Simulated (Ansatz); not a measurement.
One change: `CCB(C)F` becomes `CB(F)[SiH2]O`.

Ansatz, PBE0-D4/def2-TZVP geometries, multiplicity 1. Each molecule was computed in one conformer, which needn't be the lowest.

```tsv
property	`CCB(C)F`
HOMO energy (B3LYP/def2-TZVPP) / eV	-8.18
LUMO energy (PBE/def2-TZVPP) / eV	-0.94
HOMO energy (PBE0/def2-TZVPP) / eV	-8.37
HOMO energy (PBE/def2-TZVPP) / eV	-6.90
LUMO energy (PBE0/def2-TZVPP) / eV	0.11
HOMO–LUMO gap (PBE/def2-TZVPP) / eV	5.96
```

(1) Give the same properties after the change, and the shifts. (Estimate.)

Results:

(1) Computed: 
| property | `CB(F)[SiH2]O` | shift |
| --- | --- | --- |
| HOMO energy (B3LYP/def2-TZVPP) / eV | -7.36 | 0.82 |
| LUMO energy (PBE/def2-TZVPP) / eV | -2.15 | -1.21 |
| HOMO energy (PBE0/def2-TZVPP) / eV | -7.54 | 0.83 |
| HOMO energy (PBE/def2-TZVPP) / eV | -6.19 | 0.71 |
| LUMO energy (PBE0/def2-TZVPP) / eV | -1.19 | -1.30 |
| HOMO–LUMO gap (PBE/def2-TZVPP) / eV | 4.04 | -1.92 |

With PBE0 the HOMO rises by 0.83 eV and the LUMO falls by 1.30 eV, so the gap narrows by about 2.13 eV. PBE moves the HOMO by 0.71 eV and ωB97M-V by 0.96 eV.

B3LYP here is the variant with VWN-RPA as its local correlation; programs differ in this.
